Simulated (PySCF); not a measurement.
## Atomic charges by several schemes

Species: C₄H₅O₂P.
Geometry (GFN2-xTB, Å), atoms numbered from 1 in this order:
```
atom  x, y, z in Å
C1    -2.0285   -0.2174   -0.0352
O2    -1.0793    0.8169   -0.2140
C3     0.2100    0.4676   -0.0911
C4     1.2725    1.3081   -0.2258
P5     2.7822    0.4288    0.0147
C6     1.8471   -0.9707    0.2709
O7     0.5077   -0.8046    0.1846
H8    -1.8860   -1.0129   -0.7720
H9    -3.0012    0.2488   -0.1750
H10   -1.9595   -0.6437    0.9693
H11    1.1764    2.3525   -0.4457
H12    2.1598   -1.9742    0.4934
```

Density: PBE0/pcSseg-1 (PySCF); schemes: Mulliken, IAO, Hirshfeld and ESP-fitted. The structure is a single GFN2-xTB conformer in the gas phase; no vibrational or solvent corrections.

Task: At which atom do the 4 schemes differ most?

Result: At P5: from -0.040 (ESP-fitted) to +0.379 e (Mulliken), 0.419 e apart.

Task: Which atoms carry the lowest charge in the Mulliken, IAO, Hirshfeld and ESP-fitted schemes?

Result: The schemes don't all agree: Mulliken O2 (-0.468); IAO C4 (-0.491); Hirshfeld C4 (-0.178); ESP-fitted O2 (-0.369).

Task: What partial charge does each atom carry?

Result: In e:

| atom | environment | Mulliken | IAO | Hirshfeld | ESP-fitted |
| --- | --- | --- | --- | --- | --- |
| C1 | methoxy carbon | -0.033 | -0.212 | -0.035 | -0.071 |
| O2 | aryl ether oxygen | -0.468 | -0.316 | -0.105 | -0.369 |
| C3 | aromatic carbon bearing oxygen | +0.507 | +0.374 | +0.140 | +0.505 |
| C4 | aromatic CH carbon | -0.463 | -0.491 | -0.178 | -0.366 |
| P5 | phosphorus bonded to 2 C | +0.379 | +0.323 | +0.047 | -0.040 |
| C6 | aromatic CH next to a ring oxygen | -0.168 | -0.257 | -0.068 | -0.216 |
| O7 | furan-type oxygen | -0.376 | -0.236 | -0.050 | -0.131 |
| H8 | methyl hydrogen | +0.114 | +0.146 | +0.045 | +0.085 |
| H9 | methyl hydrogen | +0.135 | +0.168 | +0.059 | +0.131 |
| H10 | methyl hydrogen | +0.114 | +0.146 | +0.045 | +0.081 |
| H11 | aromatic hydrogen | +0.130 | +0.180 | +0.048 | +0.192 |
| H12 | aromatic hydrogen | +0.129 | +0.177 | +0.051 | +0.201 |

Mean size of the charges over all atoms: IAO 0.252 e, Mulliken 0.251 e, ESP-fitted 0.199 e, Hirshfeld 0.073 e. Each set sums to the total charge, 0, to within 0.001 e. The Mulliken scheme gives each basis function's population to the atom it is centred on and halves the overlap population of two atoms between them. The Hirshfeld scheme divides the density at each point in proportion to the densities of the neutral, spherically averaged free atoms.

Task: How closely do the schemes follow one another over all atoms?

Result: Correlation coefficient and root-mean-square difference: IAO with Hirshfeld 0.97, 0.191 e; Mulliken with IAO 0.95, 0.097 e; Hirshfeld with ESP-fitted 0.94, 0.165 e; Mulliken with Hirshfeld 0.93, 0.224 e; IAO with ESP-fitted 0.87, 0.132 e; Mulliken with ESP-fitted 0.87, 0.150 e.

Task: Sum the charges by element, for elements with more than one atom.

Result: 
```json
{"element": "C", "atoms": "4", "Mulliken": "-0.157", "IAO": "-0.587", "Hirshfeld": "-0.141", "ESP-fitted": "-0.148"}
{"element": "O", "atoms": "2", "Mulliken": "-0.844", "IAO": "-0.552", "Hirshfeld": "-0.155", "ESP-fitted": "-0.500"}
{"element": "H", "atoms": "5", "Mulliken": "+0.621", "IAO": "+0.816", "Hirshfeld": "+0.249", "ESP-fitted": "+0.689"}
```

Task: How many electrons does the IAO scheme count on C3?

Result: Z − q = 6 − (+0.374) = 5.626.
